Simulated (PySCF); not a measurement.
## How methods differ on the ionisation energy of I

I [Kr] 4d10 5s2 5p5 (2P) → I⁺ [Kr] 4d10 5s2 5p4 (3P), as a difference of total energies. Computed with PySCF 2.14 in x2c-TZVPall, with scalar relativity by spin-free X2C-1e. Correlated levels: valence: [Kr] 4d10 frozen. The calculations carry no spin-orbit coupling.

| method | ionisation energy (eV) | error (eV) |
| --- | --- | --- |
| UHF | 9.587 | -0.932 |
| MN15 | 10.457 | -0.062 |
| LDA | 10.835 | +0.316 |
| MP2 (valence) | 10.268 | -0.251 |
| SCS-MP2 (valence) | 10.265 | -0.254 |

Reference: 10.519 eV (measured; NIST levels, between the centres of gravity of the two terms).

Errors of the correlated levels include the incompleteness of this basis and the frozen core.
